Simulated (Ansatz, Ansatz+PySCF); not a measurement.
```yaml
atoms:
  - { symbol: S, position_ang: [0.0000, 0.0000, 0.0000] }
  - { symbol: S, position_ang: [0.0000, 0.0000, 1.7500] }
```

Basis set: def2-SVP (spherical functions). Correlated methods keep 10 orbitals frozen. Correlation on ROHF uses semicanonical orbitals with singles. Charge 0, multiplicity 3.

Computed with Ansatz (development build ahead of 0.2.0); each method stands on the lowest determinant of its kind that the runs found.

The atomization energy at this shape (free ground-state atoms in the same class of orbitals less the molecule, no zero-point energy) of triplet S₂:

| method | atomization energy |
| --- | --- |
| UHF-MP2 | 3.21 eV |
| ROHF | 1.42 eV |
| UHF | 1.48 eV |

Task: What does ROHF-MP2 give?

Result: 3.32 eV. Caution: the shape is not the minimum.
